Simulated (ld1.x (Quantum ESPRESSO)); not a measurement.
Which change was made? (Br, ultrasoft)

```json
{
 "Element": "bromine",
 "Generator": "ld1.x (Quantum ESPRESSO) 7.5",
 "Type": "ultrasoft",
 "Functional": "LDA (PZ)",
 "Relativity": "fully relativistic",
 "Frozen core": "[Ar] 3d10",
 "Valence charge": "7",
 "Reference configuration": "4s2 4p5",
 "Partial waves": "4s (bound): rcut 1.00, rcutus 1.35 bohr; 4s channel at 1.9 Ry: rcut 1.00, rcutus 1.35 bohr; 4p (bound): rcut 1.60, rcutus 1.85 bohr; 4p channel at 0.2 Ry: rcut 1.60, rcutus 1.85 bohr",
 "Local potential": "all-electron potential smoothed inside 1.05 bohr (lloc = -1)",
 "Core correction": "none",
 "Augmentation charge": "built from norm-conserving waves at rcut, not smoothed further"
}
```

Open shells are filled in proportion to 2j + 1 (rel_dist='average').

Cutoffs, loose and tight: the cutoffs (Ry, on a coarse ladder) from which the occupation-weighted sum of valence levels, in a spherical-Bessel basis at the reference potential, stays within 10 and 1 mRy of its value at 400 Ry. They do not see the model core or the augmentation charge, which bear on the density cutoff. Test errors are all-electron minus pseudo excitation energies from the reference, over the configurations 4s2 4p4; 4s2 4p3; 4s2 4p2; 4s2 4p4.5; 4s1 4p6; 4s2 4p5.3; 4s1 4p5; variants that change the core or the reference have their own tests.

The base gives: outcome: generated; cutoff, loose: 55 Ry; cutoff, tight: 70 Ry; bound ghosts: s; largest test error (meV): +64.

Q: After one change the result is: outcome: generated; bound ghosts: not determined; largest test error (meV): -67. Which change was it?
A. reference 4s2 4p3.5
B. type PAW; local potential all-electron potential smoothed inside 1.25 bohr (lloc = -2); core correction a·sin(br)/r model core, default radius (ld1.x builds one for every PAW set, though the input has nlcc=.false.); augmentation PSQ, inside the norm-conserving radii
C. waves 4p (bound): rcut 1.14, rcutus 1.20 bohr; 4p channel at 0.2 Ry: rcut 1.14, rcutus 1.20 bohr

A: B. The others give: reference 4s2 4p3.5 → outcome: generated; cutoff, loose: 21 Ry; cutoff, tight: 50 Ry; bound ghosts: s, d; largest test error (meV): +125 | waves 4p (bound): rcut 1.14, rcutus 1.20 bohr; 4p channel at 0.2 Ry: rcut 1.14, rcutus 1.20 bohr → outcome: failed: chargeps: negative rho.
